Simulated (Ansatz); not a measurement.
One change: `[CH3][AlH][GeH3]` becomes `[CH3][AlH][Cl]`.

Ansatz, PBE0-D4/def2-TZVP geometries, multiplicity 1. 

Scalar relativity is left out up to krypton.

```tsv
property	`[CH3][AlH][GeH3]`
HOMO–LUMO gap (PBE0/def2-TZVPP) / eV	5.67
LUMO energy (ωB97M-V/def2-TZVPP) / eV	-0.07
HOMO energy (PBE0/def2-TZVPP) / eV	-7.34
LUMO energy (PBE/def2-TZVPP) / eV	-2.43
HOMO–LUMO gap (ωB97M-V/def2-TZVPP) / eV	9.29
LUMO energy (PBE0/def2-TZVPP) / eV	-1.68
```

(1) What does the change do to each property? (An estimate is asked.)

Results:

(1) The calculation gave: 
```tsv
property	`[CH3][AlH][Cl]`	shift
HOMO–LUMO gap (PBE0/def2-TZVPP) / eV	7.09	1.42
LUMO energy (ωB97M-V/def2-TZVPP) / eV	0.49	0.56
HOMO energy (PBE0/def2-TZVPP) / eV	-8.21	-0.87
LUMO energy (PBE/def2-TZVPP) / eV	-1.90	0.53
HOMO–LUMO gap (ωB97M-V/def2-TZVPP) / eV	10.90	1.61
LUMO energy (PBE0/def2-TZVPP) / eV	-1.13	0.55
```

With PBE0 the HOMO falls by 0.87 eV and the LUMO rises by 0.55 eV, so the gap widens by about 1.42 eV. PBE moves the HOMO by -0.64 eV and ωB97M-V by -1.06 eV.
